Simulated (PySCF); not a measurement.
# C (carbon, neutral) across methods

[He] 2s2 2p1 3s1, high-spin 3P determinant (an excited configuration). All numbers are calculated (PySCF 2.14, the spin-free X2C one-electron Hamiltonian (Gaussian nucleus), in aug-cc-pCVQZ-DK (9s8p6d4f2g, 109 functions)).

```csv
method,E (hartree),mean ε 2s β (eV),mean ε 2p α (eV),mean ε 3s α (eV),Σ⟨r²⟩ (bohr²),⟨S²⟩
r2SCAN,-37.5525,-18.957,-12.769,-1.944,35.61,2.005
PBE0,-37.5350,-20.235,-13.867,-2.401,35.55,2.003
UHF,-37.43371,-23.550,-18.889,-3.328,35.69,2.007
PBE,-37.5274,-18.705,-12.051,-1.977,35.49,2.002
LDA,-37.1924,-18.585,-11.897,-1.927,35.03,2.001
BP86,-37.5774,-18.852,-12.120,-2.037,35.26,2.002
BLYP,-37.5785,-18.573,-11.990,-1.735,35.10,2.002
```

(1) Estimate the same row for TPSS.

The outer electron is Rydberg-like, and this basis confines it to a smaller radius and binds it less than a complete one would.

## Answers

(1) E (hartree) = -37.5940; mean ε 2s β (eV) = -18.927; mean ε 2p α (eV) = -12.551; mean ε 3s α (eV) = -1.947; Σ⟨r²⟩ (bohr²) = 35.90; ⟨S²⟩ = 2.003.
